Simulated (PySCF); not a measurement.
C₂H₈O₃Si. Atoms are numbered in the order given.

```xyz
14

C      2.6216    -0.1824    -0.9838
O      1.3208    -0.3756    -0.4927
C      0.7395     0.7834     0.0886
Si    -0.9965     0.2449     0.6199
O     -2.0049     0.6565    -0.6408
O     -0.8966    -1.3914     0.8886
H      2.6469     0.5858    -1.7819
H      2.9716    -1.1379    -1.4017
H      3.3191     0.1333    -0.1819
H      0.7001     1.6194    -0.6385
H      1.3399     1.1351     0.9544
H     -1.4698     0.8770     1.8780
H     -2.9298     0.3929    -0.5660
H     -0.1472    -1.7561     0.3904
```

Geometry: B3LYP-D3(BJ)/def2-SVP. The values are those of a single conformer.

Calculation: B3LYP-D3(BJ)/def2-SVP in PySCF.

Frequencies are harmonic and unscaled.

Computed vibrational spectrum:
```tsv
mode	ν (cm⁻¹)	IR (km/mol)	moving atoms (share of kinetic energy)
1	59	1.2	O 46 %, H 29 %, C 25 %
2	81	3.8	O 46 %, H 35 %, C 18 %
3	151	2.3	O 53 %, C 26 %, H 21 %
4	219	80.6	H 73 %, O 20 %
5	228	1.7	H 58 %, O 33 %
6	247	5.8	H 55 %, O 21 %, C 18 %
7	307	10.3	O 44 %, H 34 %, C 18 %
8	365	51.7	O 51 %, H 19 %, Si 17 %, C 12 %
9	417	47.9	Si 44 %, H 21 %, O 19 %, C 15 %
10	464	102.1	H 82 %, O 11 %
11	673	35.0	H 59 %, C 32 %
12	741	98.8	H 68 %, C 22 %
13	791	6.5	H 56 %, O 34 %, C 8 %
14	821	108.8	H 56 %, O 26 %, C 10 %
15	871	10.0	H 60 %, O 25 %, Si 13 %
16	906	64.2	H 47 %, O 26 %, Si 24 %
17	961	357.9	H 41 %, O 24 %, Si 22 %, C 13 %
18	968	76.8	C 41 %, O 25 %, H 22 %, Si 12 %
19	987	187.7	H 67 %, Si 16 %, O 12 %
20	1173	7.8	H 73 %, C 20 %
21	1173	114.9	O 42 %, C 35 %, H 23 %
22	1205	29.7	H 55 %, C 27 %, O 18 %
23	1230	14.4	H 87 %
24	1310	0.7	H 65 %, C 30 %
25	1450	23.0	H 92 %
26	1457	6.6	H 96 %
27	1467	2.4	H 92 %
28	1493	6.2	H 91 %
29	2248	172.7	H 97 %
30	2958	36.4	H 95 %
31	2969	65.4	H 96 %
32	3011	50.5	H 91 %, C 9 %
33	3027	42.9	H 90 %, C 10 %
34	3120	24.9	H 91 %, C 9 %
35	3777	120.2	H 94 %
36	3872	87.7	H 94 %
```
